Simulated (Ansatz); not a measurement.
`[Cl][GaH][GeH3]` + HCl → `[Cl][GeH3]` + `[Cl][GaH2]` at 298.15 K and 1 bar (cleavage of the Ge–Ga bond).

Program: Ansatz. Geometries: PBE0-D4/def2-TZVP. ΔE: electronic, gas phase. CCSD(T)/CBS is the MP2 limit (def2-TZVPP, def2-QZVPP) plus CCSD(T) − MP2 in def2-TZVPP, frozen cores. This one scheme is used for every species. For Ga, Ge outer-core shells are correlated without core-valence functions, which leaves a few kJ/mol of doubt a bond. Scalar relativity is left out up to krypton.

```json
{"species": "`[Cl][GaH][GeH3]`", "CCSD(T)/CBS energy (Eh)": "-4462.28367", "H − E (kJ/mol)": "101.0", "S (J/(mol·K))": "361.3"}
{"species": "HCl", "CCSD(T)/CBS energy (Eh)": "-460.38127", "H − E (kJ/mol)": "26.6", "S (J/(mol·K))": "186.8"}
{"species": "`[Cl][GeH3]`", "CCSD(T)/CBS energy (Eh)": "-2537.71925", "H − E (kJ/mol)": "76.4", "S (J/(mol·K))": "263.9"}
{"species": "`[Cl][GaH2]`", "CCSD(T)/CBS energy (Eh)": "-2384.95520", "H − E (kJ/mol)": "49.7", "S (J/(mol·K))": "264.5"}
```

H − E and S are ideal-gas, rigid-rotor, harmonic terms from PBE0-D4/def2-TZVP. 1 Eh = 2625.50 kJ/mol, R = 8.31446 J/(mol·K).

Question: By hand: ΔE, ΔH, ΔS and ΔG.

Answer: ΔE = (-2537.71925) + (-2384.95520) − (-4462.28367) − (-460.38127) = -0.00951 Eh = -25.0 kJ/mol. Δ(H − E) = 76.4 + 49.7 − 101.0 − 26.6 = -1.5, so ΔH = -26.5 kJ/mol. ΔS = 263.9 + 264.5 − 361.3 − 186.8 = -19.7 J/(mol·K). ΔG = -26.5 − 298.15 × (-19.7)/1000 = -20.6 kJ/mol.

Question: By hand: the equilibrium constant, and the temperature at which ΔG would vanish if ΔH and ΔS stayed fixed.

Answer: log₁₀ K = −ΔG/(RT ln 10) = 3.6. ΔG = 0 at ΔH/ΔS = 1345 K, though so small a ΔS makes that figure unsure.

ΔH outweighs TΔS. A doubt of 5 kJ/mol in ΔE shifts log₁₀ K by 0.9 here. Modes under 60 cm⁻¹, often nearly free rotors, make the harmonic entropy too high. These are equilibria of isolated gas molecules and say nothing of rates. Largest T1 diagnostic: 0.012 (customary marks: 0.02 for closed shells, 0.045 for open ones).
